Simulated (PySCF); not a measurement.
C4H8Cl2Si2, SMILES C[SiH](C)C#C[SiH](Cl)Cl, GFN2-xTB optimised geometry.

```
16

Si    -2.44    -0.63     0.00
Cl    -3.08    -1.61    -1.65
Cl    -3.08    -1.61     1.65
C     -0.59    -0.63     0.00
C      0.62    -0.66     0.00
Si     2.48    -0.72     0.00
C      3.03    -1.66    -1.56
C      3.03    -1.63     1.57
H     -2.97     0.72     0.00
H      2.97     0.67    -0.01
H      2.68    -1.16    -2.46
H      4.11    -1.73    -1.62
H      2.63    -2.67    -1.58
H      2.68    -1.12     2.46
H      2.63    -2.64     1.60
H      4.11    -1.70     1.63
```

Density from PySCF with PBE0/def2-TZVP at that geometry.

Minimum of the electron density along straight lines between bonded atoms, close to the bond critical point (lines longer than 1.1 times the sum of covalent radii, or with two minima, are not listed):

```tsv
bond	length / Å	ρ at the minimum / e bohr⁻³	∇²ρ there / e bohr⁻⁵	position (fraction from the first atom)
Si1–Cl2	2.023	0.106	0.26	0.36
Si1–Cl3	2.022	0.106	0.26	0.36
Si1–C4	1.846	0.120	0.28	0.39
C4–C5	1.211	?	?	0.50
C5–Si6	1.863	0.112	0.28	0.61
Si6–C7	1.901	0.117	0.15	0.39
Si6–C8	1.901	0.117	0.15	0.39
Si1–H9	1.456	0.132	?	0.49
Si6–H10	1.472	0.124	0.17	0.49
C7–H11	1.086	0.275	-0.92	0.64
C7–H12	1.087	0.274	-0.92	0.64
C7–H13	1.087	0.275	-0.92	0.64
C8–H14	1.086	0.275	-0.92	0.64
C8–H15	1.087	0.275	-0.92	0.64
C8–H16	1.087	0.274	-0.92	0.64
```

### Question
Some entries are withheld; supply them.

### Answer

- C4–C5, ρ at the minimum / e bohr⁻³: 0.424
- C4–C5, ∇²ρ there / e bohr⁻⁵: -1.34
- Si1–H9, ∇²ρ there / e bohr⁻⁵: 0.16
